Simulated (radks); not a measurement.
Spherical quantum dot in the effective-mass picture: electrons in a parabolic well V = omega^2 r^2 / 2 with omega = 0.281, with a point charge +1 (a donor) at the centre, all in effective atomic units (hartree* = m*/eps^2 hartree, bohr* = eps/m* bohr), one dielectric constant everywhere. Method: non-relativistic Kohn-Sham, PBE, spin-polarised, spherical densities; computed with a radial shooting solver with Libxc functionals. Levels are named by radial order and angular momentum (1s, 1p, 1d, 2s, ...), and open shells are averaged over m.

N = 19, configuration 1s2 1p6 1d(up 5, down 4) 2s2. This is the lowest configuration that the search found. Occupied levels:

level    occupation  eigenvalue (hartree*)  <r> (bohr*)
1s up             1                 4.0812        2.626
1s down           1                 4.0829        2.581
1p up             3                 4.2292        4.523
1p down           3                 4.2349        4.510
2s up             1                 4.2770        4.011
2s down           1                 4.2813        4.043
1d up             5                 4.3409        5.051
1d down           4                 4.3473        5.047

Energy (hartree*): total 46.8794, kinetic 4.1096, external 11.508, Hartree 35.629, exchange-correlation -4.3666.
